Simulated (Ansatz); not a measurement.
Consider the cleavage of the B–Si bond: `N[SiH](F)BCl` + `OCC(F)(F)F` → `FC(F)(F)COBCl` + `N[SiH2]F`.

Program: Ansatz. Geometries: PBE0-D4/def2-TZVP. ΔE: electronic, gas phase. CBS: MP2 limit from def2 TZ/QZ plus the TZ coupled-cluster correction, frozen cores. DFT in def2-TZVPP. Each species was taken in one conformer, which may not be the lowest.

`N[SiH](F)BCl`:

Z-matrix (Å, degrees):
```
Si
F 1 1.612
B 1 2.019 2 105.5
N 1 1.697 2 114.7 3 118.5
H 1 1.483 2 105.2 3 -123.7
Cl 3 1.745 1 118.2 2 86.7
H 3 1.193 1 126.3 2 -92.9
H 4 1.006 1 123.0 2 79.5
H 4 1.007 1 121.5 2 -78.2
```

`OCC(F)(F)F`:

```xyz
9

O     0.586    0.799    1.277
C     0.225    0.673   -0.064
C    -0.498   -0.629   -0.342
F    -1.640   -0.737    0.335
F     0.269   -1.680   -0.001
F    -0.780   -0.740   -1.645
H     1.214    0.104    1.496
H    -0.456    1.490   -0.305
H     1.080    0.720   -0.749
```

`FC(F)(F)COBCl`:

```xyz
11

F     0.684   -0.108    2.488
C     0.882   -0.185    1.167
F     1.738   -1.178    0.935
F     1.459    0.952    0.770
C    -0.448   -0.402    0.473
O    -0.256   -0.493   -0.912
B    -0.621    0.507   -1.733
Cl   -0.294    0.329   -3.438
H    -1.106    0.427    0.746
H    -0.870   -1.340    0.838
H    -1.167    1.490   -1.332
```

`N[SiH2]F`:

Cartesian coordinates in Å:
```
N -0.149 0.256 1.005
Si 0.074 -0.044 -0.649
F 0.384 -1.575 -1.015
H -1.007 0.026 1.477
H 0.626 0.316 1.645
H 1.251 0.727 -1.106
H -1.180 0.294 -1.356
```

| level | ΔE (kcal/mol) | difference from CCSD(T)/CBS |
| --- | --- | --- |
| PBE-D4 | -35.7 | 2.6 |
| PBE0-D4 | -36.7 | 1.6 |
| ωB97X-V | -38.2 | 0.1 |
| ωB97M-V | -39.4 | -1.1 |
| MP2/def2-TZVPP | -40.6 | -2.3 |
| CCSD(T)/def2-TZVPP | -39.2 | -0.9 |
| HF/def2-QZVPP | -42.1 | -3.8 |
| MP2/def2-QZVPP | -40.2 | -1.9 |
| HF/CBS(def2) | -42.1 | -3.8 |
| CCSD/CBS(def2) | -38.4 | -0.1 |
| CCSD(T)/CBS | -38.3 | 0 |

Largest T1 diagnostic among the species: 0.013.

In def2-TZVPP, CCSD(T) changes the Hartree–Fock value by +2.6 kcal/mol (the triples alone add +0.1 kcal/mol) and MP2 by +1.2 kcal/mol. From PBE to PBE0 (25 % exact exchange), in def2-TZVPP and without D4, ΔE moves by −0.9 kcal/mol.
